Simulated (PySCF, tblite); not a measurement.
Isomers of C4H8F3N, one GFN2-xTB conformer each. Single-point energies are computed at PBE0/pcSseg-1 (PySCF, gas phase, no added dispersion term), electronic only.

| SMILES | GFN2-xTB relative energy (kcal/mol) |
| --- | --- |
| CN[C@@H](C)C(F)(F)F | 1.0 |
| CC[C@H](N)C(F)(F)F | 0.0 |

Conformers: `[CH3:1][NH:2][C@@H:3]([CH3:4])[C:5]([F:6])([F:7])[F:8]` with C1–N2–C3–C4 152°; `[CH3:1][CH2:2][C@H:3]([NH2:4])[C:5]([F:6])([F:7])[F:8]` with C1–C2–C3–N4 -158°, C2–C3–N4–H 179° and -60°.

Question: What does PBE0/pcSseg-1 give for the same structures?

Answer: 
| SMILES | PBE0/pcSseg-1 E (Eh) | PBE0/pcSseg-1 (kcal/mol) | GFN2-xTB (kcal/mol) | point group |
| --- | --- | --- | --- | --- |
| CC[C@H](N)C(F)(F)F | -510.96218 | 0.0 | 0.0 | C1 |
| CN[C@@H](C)C(F)(F)F | -510.95138 | 6.8 | 1.0 | C1 |

Both levels put the same isomer lowest. 

Question: Which frontier levels, dipoles and rotational constants go with these structures?

Answer: 
```csv
SMILES,"HOMO (eV, PBE0/pcSseg-1)",LUMO (eV),dipole (D),"A, B, C (MHz)"
CC[C@H](N)C(F)(F)F,-7.48,1.56,1.15,"2618, 1737, 1341"
CN[C@@H](C)C(F)(F)F,-6.94,1.25,3.23,"2669, 1756, 1358"
```

Question: What happens when harmonic zero-point energies from GFN2-xTB frequencies are added?

Answer: 
```json
{"SMILES": "CC[C@H](N)C(F)(F)F", "ZPE (kcal/mol)": "77.2", "electronic (kcal/mol)": "0.0", "with ZPE (kcal/mol)": "0.0"}
{"SMILES": "CN[C@@H](C)C(F)(F)F", "ZPE (kcal/mol)": "76.6", "electronic (kcal/mol)": "6.8", "with ZPE (kcal/mol)": "6.2"}
```

The zero-point energies span 0.6 kcal/mol. The order is unchanged.
